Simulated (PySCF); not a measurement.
# Two-component Hartree-Fock for Cr (chromium, neutral)

Start: [Ar] 3d5 4s1; 3d3/2 filled at m_j = -3/2, -1/2, +1/2, +3/2; 3d5/2 filled at m_j = +5/2; 4s1/2 filled at m_j = +1/2. Calculated with PySCF 2.14 in x2c-SVPall-2c: generalised Hartree-Fock with the X2C-1e Hamiltonian and a Gaussian nucleus; one run each with spin-orbit coupling (SO) switched off, then screened by Boettger's factors.

```tsv
spinor shell	electrons	ε, spin-free (eV)	ε, screened SO (eV)	weight of nominal j (screened SO)	rms radius, screened SO (bohr)
1s1/2	2	-6039.3	-6039.3	1.000	0.0735
2s1/2	2	-721.92	-721.91	1.000	0.316
2p1/2	2	-603.48	-609.64	0.983	0.286
2p3/2	4	-603.48	-600.45	0.991	0.288
3s1/2	2	-90.824	-90.823	1.000	0.970
3p1/2	2	-56.033	-56.406	0.664	1.05
3p3/2	4	-56.033	-55.852	0.832	1.06
3d3/2	4	-9.838	-9.849	0.506	1.60
3d5/2	1	-9.838	-9.795	1.000	1.61
4s1/2	1	-6.171	-6.171	1.000	3.93
```

| quantity | spin-free | screened SO |
| --- | --- | --- |
| E (hartree) | -1049.49683 | -1049.50497 |
| M_J | 3 | 3 |
| ⟨J²⟩ | 12.000 | 12.000 |
| ⟨L²⟩ | 0.000 | 0.001 |
| ⟨S²⟩ | 12.000 | 11.999 |

Each row is a mean over spinors that exchange with the open shell spreads, by up to 11.697 eV (3p3/2).

Rows whose weight is well below 1 are mixtures of j = l ± 1/2: exchange outweighs spin-orbit coupling there, and the label is only the starting occupation.

Without spin-orbit coupling the j labels of p, d and f shells carry no meaning; the spin-free column gives the mean over the occupied spinors of each nl shell.
